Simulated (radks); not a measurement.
Results of a calculation; reference values are marked as such.
Species: the niobium ion Nb19+. Configuration: [Ar] 3d4. Level of theory: Dirac Kohn-Sham, PBE, spin-unpolarised, spherical densities, finite nucleus; open shells fill j = l - 1/2 first; Fermi nuclear charge, rms radius 4.324 fm (a radial shooting solver on a logarithmic mesh with Libxc functionals).

Normalised radial functions P(r) = r R(r) (large component), r in bohr:

```
   r/bohr * 3d3/2 (the largest magnitude, 1.67, reaches the edge; | marks zero)
 0.001384 *
 0.001773 *
 0.002254 *
 0.002888 *
 0.003672 *
 0.004668 *
 0.005981 *
 0.007604 *
 0.009744 *
  0.01239 *
  0.01587 *
  0.02018 *
  0.02586 |*
  0.03287 |*
  0.04179 |  *
  0.05355 |    *
  0.06808 |       *
  0.08724 |            *
   0.1109 |                    *
   0.1421 |                             *
   0.1807 |                                        *
   0.2315 |                                                 *
   0.2943 |                                                      *
   0.3741 |                                                   *
   0.4794 |                                         *
   0.6095 |                          *
    0.781 |            *
   0.9929 |    *
    1.272 |*
    1.617 *
    2.073 *
    2.635 *
```

3d3/2: eigenvalue -785.30 eV, 0 radial nodes, <r> = 0.374 bohr, 90 % of the charge inside 0.581 bohr.
